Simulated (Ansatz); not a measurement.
Na₂₁, relaxed as a doublet with UKS PBE/def2-SVP in Ansatz, starting from the GFN1-xTB geometry. Force threshold 0.03 eV/Å.

Another isomer (doublet) lies 0.34 eV lower at PBE0/def2-TZVP; other spin states weren't run for this one.

Start:

```csv
atom,x (Å),y (Å),z (Å)
Na1,0.026,3.276,-1.891
Na2,0.227,-2.282,-4.178
Na3,-2.640,-1.953,3.573
Na4,-5.123,-0.610,-1.560
Na5,4.673,1.505,-2.797
Na6,0.658,-2.917,2.374
Na7,3.185,2.477,3.419
Na8,1.553,1.019,-4.348
Na9,3.637,-0.829,2.783
Na10,-5.350,-0.500,1.898
Na11,-2.902,2.754,0.074
Na12,-4.035,-3.203,0.355
Na13,4.138,3.249,0.283
Na14,-3.069,-2.786,-3.168
Na15,0.481,0.336,4.510
Na16,5.626,0.311,0.150
Na17,0.411,-3.794,-1.024
Na18,3.419,-1.793,-2.530
Na19,-2.145,0.634,-3.769
Na20,0.052,3.572,2.231
Na21,-2.825,1.533,3.614
```

Question: Estimate the energy that the relaxation releases and the steps that it takes.

Answer: 157.2 kJ/mol, in 24 steps; 2.1 min on 2 threads of AMD EPYC 7R13 on a shared host and a share (18 GiB) of an NVIDIA H100 80GB HBM3. The force fell under the threshold at step 19, but the optimiser went on and released 0.105 eV more. No frequencies were taken in this run, so the end may be a saddle point.

Question: Does the start keep its bonding and symmetry?

Answer: Bonds formed: Na1–Na13, Na1–Na18, Na4–Na11, Na6–Na11, Na6–Na12, Na9–Na11, Na9–Na13, Na9–Na17 (atoms count from 1). Metal–metal contacts that move far: Na14–Na17 4.21 to 3.47 Å, Na16–Na18 4.06 to 3.49 Å.

Question: Predict the relaxed structure.

Answer: 
Cartesian coordinates in Å:
```
Na 0.601 2.643 -1.519
Na 0.706 -2.544 -4.422
Na -3.117 -1.478 4.110
Na -4.265 -0.174 -1.625
Na 4.394 2.297 -3.053
Na -0.271 -2.813 2.697
Na 3.565 1.533 3.568
Na 1.532 1.269 -5.041
Na 1.934 -0.261 1.244
Na -5.287 -0.177 1.826
Na -1.546 0.234 0.727
Na -3.345 -2.962 0.691
Na 3.479 3.079 0.337
Na -2.711 -3.100 -3.059
Na 0.157 0.274 4.403
Na 5.231 0.111 -0.226
Na 0.005 -2.742 -0.928
Na 2.410 -0.413 -2.207
Na -1.211 0.084 -3.133
Na 0.514 3.069 2.161
Na -2.774 2.070 3.449
```
Bond lengths (bridged metal pairs left out): 64 × Na–Na 3.36 to 3.95 Å.
